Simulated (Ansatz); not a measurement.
A CCSD(T) single point on CH$_{6}$N$_{2}$OSi (`N/C(O)=N\[SiH3]`).

```yaml
crystal:
  periodic: [false, false, false]
  atoms:
    - {symbol: N, position_ang: [-0.940452, 0.139851, 1.302216]}
    - {symbol: C, position_ang: [0.020050, -0.641686, 0.751038]}
    - {symbol: O, position_ang: [0.320631, -1.663375, 1.576380]}
    - {symbol: N, position_ang: [0.589953, -0.526387, -0.375269]}
    - {symbol: Si, position_ang: [0.389719, 0.660667, -1.582615]}
    - {symbol: H, position_ang: [-1.135488, 1.025351, 0.871738]}
    - {symbol: H, position_ang: [-1.160185, 0.022631, 2.274625]}
    - {symbol: H, position_ang: [0.985754, -2.180606, 1.105647]}
    - {symbol: H, position_ang: [-0.434418, 1.832825, -1.129782]}
    - {symbol: H, position_ang: [1.715382, 1.187426, -1.996870]}
    - {symbol: H, position_ang: [-0.285444, 0.086304, -2.776608]}
basis:
  gaussian: {orbitals: def2-TZVPP}
correlation: {method: ccsd_t}
```

```sh
$ ansatz run in.yaml --threads 4 --pin off --events-out ev --progress --plain --max-ram 10444MiB
```

Log, shortened:

```
Functional definition: HF
1493 factors; integrals over basis functions are off by at most 1.1e-3 eV
mean field evaluation 1: about -13987.0861 eV, gradient 4.7e1 eV
mean field evaluation 2: about -13987.3838 eV, gradient 4.7e1 eV
mean field evaluation 4: about -13991.9537 eV, gradient 4.4e0 eV
mean field evaluation 8: about -13992.0249 eV, gradient 3.4e-1 eV
mean field evaluation 16: about -13992.0257 eV, gradient 2.4e-6 eV
mean field -13992.02565917 eV, -514.1974588387 hartree, gradient 2.4e-6 eV, S^2 0.000000; 0 other end points of the search recorded, 0 dependent functions left out
9 core orbitals not correlated: weight in the atoms' cores, before any rotation towards them, 1.000 or more for the frozen orbitals, at most 0.000 for the correlated occupied ones
reference -13992.02565917 eV, -514.1974588387 hartree; 15, 15 occupied and 226, 226 virtual orbitals, 1493 factors
second order -25.28971264 eV of doubles, -0.00000000 eV of singles
cycle   1  -25.36460239 eV  change   -7.5e-2 eV  update   1.1e-1
cycle   2  -26.00757162 eV  change   -6.4e-1 eV  update   3.3e-2
cycle   3  -26.15212315 eV  change   -1.4e-1 eV  update   1.7e-2
cycle   4  -26.13390840 eV  change    1.8e-2 eV  update   4.0e-3
cycle   5  -26.13286328 eV  change    1.0e-3 eV  update   1.7e-3
cycle   6  -26.13344674 eV  change   -5.8e-4 eV  update   4.7e-4
cycle   7  -26.13310592 eV  change    3.4e-4 eV  update   1.7e-4
cycle   8  -26.13303091 eV  change    7.5e-5 eV  update   5.6e-5
cycle   9  -26.13305522 eV  change   -2.4e-5 eV  update   2.4e-5
perturbative correction -1.07892778 eV, -0.0396498647 hartree
Total energy: -14019.23764217 eV, -515.1974807693 hartree
```

Run time 2.6 min (4 threads of an Arm Neoverse V1 on a shared host); peak host memory 5.5 GiB.

Correlation energy per correlated electron: -0.907 eV. T1 diagnostic: 0.0132.
